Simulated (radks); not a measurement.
The aluminium ion Al+ inside a hard spherical wall (all orbitals vanish at R), configuration held at [Ne] 3s2 and not refilled when levels cross. Method: non-relativistic Kohn-Sham, PBEsol, spin-polarised, spherical densities, point nucleus; computed with a radial shooting solver on a logarithmic mesh with Libxc functionals. Eigenvalues in eV for spin up, with the zero of energy where the potential of the charges vanishes at infinity; a dash marks a level that is unbound or too diffuse for the functional's potential to be trusted. A positive occupied level is held by the wall or, in an anion where self-interaction has pushed it up, behind a barrier. The pressure on the wall is -dE/dV.

R (bohr)  E (hartree)  kinetic (hartree)    e(1s)    e(2s)    e(2p)    e(3s)  e(3p, empty)  e(4s, empty)  pressure (GPa)
free       -241.52747            241.093  -1512.9  -115.74  -77.927  -14.749        -9.038             -               0
20         -241.52747            241.093  -1512.9  -115.74  -77.927  -14.749        -9.038             -        < 0.0001
15         -241.52747            241.093  -1512.9  -115.74  -77.927  -14.749        -9.038             -        < 0.0001
12         -241.52747            241.093  -1512.9  -115.74  -77.927  -14.749        -9.038        -3.600        < 0.0001
10         -241.52746            241.093  -1512.9  -115.74  -77.927  -14.748        -9.036        -3.312        0.000209
8          -241.52728            241.095  -1512.9  -115.72  -77.911  -14.737        -9.002        -2.211          0.0123
5          -241.49741            241.298  -1511.8  -114.72  -76.910  -13.847        -7.480         8.957            4.45
4          -241.38536            241.816  -1509.6  -112.73  -74.921  -11.435        -4.073        24.741            31.9
3.5        -241.22101            242.431  -1507.4  -110.84  -73.028   -8.376        -0.128        40.591            90.4
2          -237.69227            252.440  -1484.8  -94.436  -56.113   44.970        56.767        225.43            4460
1.5        -229.96643            272.378  -1449.4  -71.861  -31.748   144.24        149.17        489.39           29800
